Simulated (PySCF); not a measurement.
# [InS2]- at several levels of theory

All levels use the PBE0 minimum (singlet; In–S 2.242 Å (×2); S–In–S 180.0°), basis [In def2-TZVPD with ECP28, S def2-TZVPD], scalar-relativistic core potentials, density fitting, no spin–orbit coupling, PySCF. For vertical energies the ionised species is a doublet (spins chosen at PBE0 and kept). Open shells are unrestricted, also as the reference of the correlated levels. A dash marks a value that was not computed or is not defined at that level.

```tsv
level	vertical detachment energy (eV)	−ε(HOMO) (eV)	gap (eV)
PBE0	3.74	2.02	4.49
HF	3.15	4.44	8.18
MP2	4.30	–	–
PBE	?	?	?
r2SCAN	3.63	1.20	3.35
B3LYP	3.70	1.81	4.05
TPSSh	3.60	1.44	3.69
TPSS	3.50	1.02	3.06
M06-2X	?	?	?
```

(1) Fill in the row of M06-2X.

(2) Fill in the row of PBE.

Answers

(1) vertical detachment energy (eV) 4.00, −ε(HOMO) (eV) 3.05, gap (eV) 5.74.

(2) vertical detachment energy (eV) 3.52, −ε(HOMO) (eV) 0.99, gap (eV) 2.87.

Spin contamination in at least one species weakens the values at: HF, MP2.

The lowest empty level of this anion is unbound, so it and the gap depend on the basis.
